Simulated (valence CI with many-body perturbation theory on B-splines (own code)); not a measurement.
## E1 line list for Zn XVIII

Level of theory: relativistic CI+MBPT: three valence electrons over a frozen Dirac-Fock core [Ne], a basis of 11 s, 11 p, 9 d, 7 f, 5 g, 2 h, 1 i functions for each j, with the one-electron correlation potential Σ1, the two-electron term Σ2, the three-electron term Σ3, Breit, model QED; selected CI, second order for the rest (own B-spline code, finite nucleus).

No measured levels were compared; by estimate levels of excited configurations hold to 0.05 to 0.15 % of their energy, terms of the ground configuration to about 0.5 %.

Lines 1 to 50 of 267 in falling wavelength, among levels below 1446900 cm⁻¹, chosen from the strongest by gf and those to the six lowest levels. Wavelengths and rates use the calculated energies, so an error of 400 cm⁻¹ moves a line at 415.3 Å by 0.17 % and its rate by three times that or more. Electric multipoles are in the length gauge, E1 and E2 with the static RPA response of the core. Weak lines are less certain than strong ones. Lines between different terms over intervals too small for the method are left out, as are lines whose strength nearly cancels. Where a level lies close to another of its J and parity, the split of strength between their lines is uncertain. The highest levels of a list are the least certain.

Names give the largest LS component (configuration and term), which can be under half, so a name can repeat, a term be missing and a line seem to break the LS rules; names also repeat where a configuration has a term twice. Letters in brackets count levels of one name in rising energy.

```tsv
λ vac (Å)	Upper	Lower	A (s⁻¹)	S (a.u.) with core polarisation	S without
415.3	3p3 2D°_5/2	3s.3p2 2P_3/2	9.98e+08	2.12e-01	2.19e-01
391.0	3s.3p2 4P_1/2	3s2.3p 2P°_3/2	2.77e+07	1.63e-03	1.69e-03
383.9	3p2.3d 2G_7/2	3s.3p.3d 2F°_5/2 [b]	1.44e+09	3.21e-01	3.32e-01
370.7	3p2.3d 2F_7/2 [a]	3s.3p.3d 2F°_7/2 [a]	9.55e+08	1.92e-01	1.99e-01
365.5	3s.3p2 4P_3/2	3s2.3p 2P°_3/2	2.21e+07	2.13e-03	2.21e-03
360.3	3p2.3d 2G_9/2	3s.3p.3d 2F°_7/2 [b]	1.91e+09	4.40e-01	4.56e-01
357.3	3p3 2D°_3/2	3s.3p2 2S_1/2	1.11e+09	1.00e-01	1.04e-01
348.0	3p2.3d 2F_5/2 [a]	3s.3p.3d 2F°_5/2 [a]	2.15e+09	2.68e-01	2.78e-01
342.4	3s.3p2 4P_5/2	3s2.3p 2P°_3/2	1.23e+08	1.46e-02	1.51e-02
340.7	3p2.3d 4F_9/2	3s.3p.3d 2F°_7/2 [a]	5.45e+08	1.06e-01	1.10e-01
338.7	3s.3p2 4P_1/2	3s2.3p 2P°_1/2	1.20e+08	4.59e-03	4.75e-03
328.1	3p2.3d 2P_1/2 [b]	3s.3p.3d 2D°_3/2 [b]	3.31e+09	1.15e-01	1.19e-01
319.4	3s.3p2 4P_3/2	3s2.3p 2P°_1/2	2.47e+06	1.59e-04	1.64e-04
318.9	3p2.3d 2F_5/2 [a]	3s.3p.3d 2D°_3/2 [a]	1.93e+09	1.85e-01	1.91e-01
308.3	3p2.3d 2P_3/2 [b]	3s.3p.3d 2D°_5/2 [b]	1.74e+09	1.01e-01	1.04e-01
308.2	3p2.3d 2F_7/2 [a]	3s.3p.3d 2D°_5/2 [a]	1.28e+09	1.48e-01	1.54e-01
303.7	3p3 2P°_1/2	3s.3p2 2P_1/2	5.08e+09	1.41e-01	1.46e-01
302.9	3p3 2P°_3/2	3s.3p2 2P_3/2	4.13e+09	2.26e-01	2.34e-01
302.1	3p2.3d 2F_5/2 [b]	3s.3p.3d 2D°_3/2 [b]	2.51e+09	2.05e-01	2.12e-01
295.4	3p2.3d 2P_3/2 [a]	3s.3p.3d 2D°_5/2 [a]	1.79e+09	9.11e-02	9.42e-02
295.1	3p2.3d 2D_5/2 [b]	3s.3p.3d 2P°_3/2 [b]	2.24e+09	1.71e-01	1.77e-01
293.1	3p2.3d 2F_7/2 [b]	3s.3p.3d 2D°_5/2 [b]	3.48e+09	3.46e-01	3.57e-01
293.0	3p2.3d 2F_7/2 [a]	3s.3p.3d 4D°_5/2	1.19e+09	1.18e-01	1.22e-01
290.6	3p2.3d 2G_9/2	3s.3p.3d 2F°_7/2 [a]	5.69e+09	6.89e-01	7.12e-01
290.6	3p2.3d 2D_5/2 [b]	3s.3p.3d 2D°_3/2 [b]	1.15e+09	8.33e-02	8.63e-02
286.2	3p2.3d 4F_3/2	3s.3p.3d 4D°_1/2	3.76e+09	1.74e-01	1.80e-01
285.7	3s.3p.3d 2F°_5/2 [a]	3s2.3d 2D_3/2	1.45e+09	9.98e-02	1.03e-01
283.7	3p2.3d 4F_7/2	3s.3p.3d 4D°_5/2	1.08e+09	9.72e-02	1.00e-01
282.2	3p3 2D°_3/2	3s.3p2 2D_3/2	2.33e+09	1.04e-01	1.07e-01
281.6	3p2.3d 2F_5/2 [b]	3s.3p.3d 2F°_5/2 [b]	2.56e+09	1.69e-01	1.75e-01
278.6	3s.3p2 2D_3/2	3s2.3p 2P°_3/2	1.08e+07	4.60e-04	4.78e-04
278.5	3p2.3d 4D_3/2	3s.3p.3d 2D°_5/2 [a]	2.52e+09	1.07e-01	1.11e-01
278.0	3p3 2D°_5/2	3s.3p2 2D_5/2	4.17e+09	2.65e-01	2.75e-01
277.7	3p2.3d 2F_5/2 [b]	3s.3p.3d 2F°_7/2 [b]	2.09e+09	1.32e-01	1.37e-01
277.1	3p2.3d 4D_1/2	3s.3p.3d 4P°_1/2	5.23e+09	1.10e-01	1.14e-01
276.1	3p2.3d 4F_5/2	3s.3p.3d 4D°_3/2	4.06e+09	2.53e-01	2.62e-01
276.0	3p2.3d 2G_7/2	3s.3p.3d 2F°_5/2 [a]	6.61e+09	5.48e-01	5.67e-01
273.3	3p2.3d 4F_5/2	3s.3p.3d 4P°_5/2	1.50e+09	9.05e-02	9.36e-02
273.0	3s.3p2 2D_5/2	3s2.3p 2P°_3/2	2.80e+09	1.68e-01	1.74e-01
273.0	3p2.3d 4F_9/2	3s.3p.3d 4D°_7/2	4.59e+09	4.61e-01	4.77e-01
272.4	3p3 2D°_5/2	3s.3p2 2D_3/2	5.52e+08	3.31e-02	3.42e-02
266.7	3p2.3d 4D_3/2	3s.3p.3d 4P°_3/2	3.58e+09	1.34e-01	1.39e-01
266.5	3s.3p.3d 2F°_7/2 [a]	3s2.3d 2D_5/2	2.93e+09	2.19e-01	2.26e-01
266.5	3p2.3d 2F_7/2 [b]	3s.3p.3d 2F°_7/2 [b]	4.56e+09	3.41e-01	3.53e-01
266.2	3p3 4S°_3/2	3s.3p2 2D_3/2	4.85e+08	1.81e-02	1.87e-02
266.1	3p2.3d 4D_5/2	3s.3p.3d 4P°_3/2	2.46e+09	1.37e-01	1.42e-01
265.4	3p2.3d 4D_5/2	3s.3p.3d 4D°_5/2	3.50e+09	1.94e-01	2.00e-01
264.2	3p2.3d 4D_7/2	3s.3p.3d 2D°_5/2 [a]	3.44e+09	2.50e-01	2.59e-01
263.3	3p2.3d 2F_5/2 [b]	3s.3p.3d 2P°_3/2 [a]	2.70e+09	1.46e-01	1.51e-01
262.9	3p2.3d 2P_1/2 [a]	3s.3p.3d 2D°_3/2 [a]	5.03e+09	9.01e-02	9.32e-02
```
